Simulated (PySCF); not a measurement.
C7H16Si, singlet, geometry from GFN2-xTB. Base run: WB97X/STO-3G (PySCF).

Input for PySCF:
```python
from pyscf import gto, scf, dft

mol = gto.M(
    atom='''
C    -1.758827    0.298177    1.372235
C    -1.442977   -0.246915   -0.021552
C    -1.909440   -1.698586   -0.127988
C     0.037826   -0.009916   -0.325012
Si    0.447900    1.800123   -0.706131
C     0.849354   -1.059630   -1.047342
C     1.057421   -0.840571    0.414966
C     2.345141   -0.254081    0.935020
H    -1.195252   -0.245264    2.127647
H    -2.819115    0.195709    1.594468
H    -1.493871    1.351011    1.438140
H    -2.027580    0.329884   -0.749485
H    -1.820869   -2.065788   -1.147603
H    -1.342977   -2.351888    0.531374
H    -2.957725   -1.762798    0.157734
H     1.570803    1.886456   -1.644078
H    -0.726335    2.421696   -1.323963
H     0.793085    2.536719    0.513384
H     0.375184   -1.972129   -1.373708
H     1.622345   -0.721318   -1.723066
H     0.661175   -1.607902    1.072335
H     3.066460   -1.046910    1.133069
H     2.780373    0.432332    0.213460
H     2.172713    0.287601    1.864165
''',
    basis='sto-3g',
    charge=0,
    spin=0,
    verbose=4,
)

mf = dft.RKS(mol)
mf.xc = 'wb97x'
mf.kernel()
mf.analyze()
```

Variants of this job, named by their change:

```tsv
change	ΔE vs base (µEh)	grid points	electrons on the grid
base	0.0	274936	71.99982
small_rho_cutoff = 0	0.0	274936	71.99982
grids.prune = off	0.7	434872	71.99981
grids.level = 1	-48.6	82224	71.99986
grids.level = 2	89.5	176336	71.99981
grids.atom_grid = (150, 974)	13.3	1953000	72.00000
grids.atom_grid = (99, 590)	11.0	780912	72.00004
grids.level = 7	13.8	1495120	72.00000
grids.atom_grid = (50, 194)	-55.8	158784	71.99978
grids.radi_method = mura_knowles	30.3	262112	71.99982
grids.atom_grid = (30, 110)	6214	59152	72.00089
```
